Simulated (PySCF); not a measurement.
Here is a job for PySCF.
```python
from pyscf import gto, scf, mcscf
import numpy

mol = gto.Mole()
mol.atom = '''
    I    -0.00000000   -0.00000000   -1.33192123
    I     0.00000000    0.00000000    3.46299520
'''
mol.basis = 'sto-3g'
mol.verbose = 4
mol.build()

mf = scf.RHF(mol)
mf.kernel()
mc = mcscf.CASSCF(mf, 3, 4)
mc.fix_spin_(ss=0.0)
mc = mc.state_average_([0.5, 0.5])
mc.kernel()
```

Problem. What does this run give for the SCF-reference HOMO-LUMO gap, number of basis functions, total energy of the lowest state?

Solution. 
| Property | Value |
|---|---|
| SCF-reference HOMO-LUMO gap | 3.40 eV |
| number of basis functions | 54 |
| total energy of the lowest state | -13701.3528 Eh |
